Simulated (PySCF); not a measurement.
CH8FNOSi2, SMILES O[Si@@H](CF)[SiH2]N. Atoms are numbered in the order given.

```xyz
14

N      2.3355    -0.4867    -1.5429
Si     0.8692    -1.0200    -0.7690
Si    -0.1216     0.6578     0.5396
O     -0.0366     2.0684    -0.3714
C     -1.9281     0.1754     0.9096
F     -1.8903    -1.1193     1.4084
H      2.3203     0.4192    -2.0015
H      3.2035    -0.6003    -1.0309
H     -0.1366    -1.4400    -1.7968
H      1.2137    -2.2017     0.0777
H      0.5703     0.8618     1.8575
H     -0.1454     2.8959     0.1061
H     -2.4262     0.8275     1.6489
H     -2.5397     0.1889    -0.0101
```
Charge 0, spin multiplicity 1.

Geometry: PBE0-D3(BJ)/def2-SVP. The structure was generated by enumeration; whether it is a known compound was not checked. The values are those of a single conformer.

Two levels are set side by side: PBE/pcSseg-1 (PySCF) and HF/pcSseg-1 (PySCF). GIAO shifts against CFCl3 (¹⁹F), H2O (¹⁷O), NH3 (¹⁵N), TMS (²⁹Si), TMS (¹H), TMS (¹³C) at the same level; non-relativistic, no solvent, atoms listed together averaged. Differences are taken from unrounded values.

```csv
quantity,HF,PBE,PBE minus HF
δ(¹⁵N) of N1 (ppm),-13.0,-5.4,7.7
δ(²⁹Si) of Si2 (ppm),-45.3,-49.0,-3.7
δ(²⁹Si) of Si3 (ppm),-13.1,-11.9,1.2
δ(¹⁷O) of O4 (ppm),-3.9,15.3,19.3
δ(¹³C) of C5 (ppm),69.8,81.8,12.0
δ(¹⁹F) of F6 (ppm),-268.9,-334.7,-65.8
δ(¹H) of H11 (ppm),4.84,5.56,0.72
δ(¹H) of H12 (ppm),1.46,0.75,-0.71
```

Rough cost on one machine, each run with all the roots and properties that it gave: HF against PBE within a factor of 2.
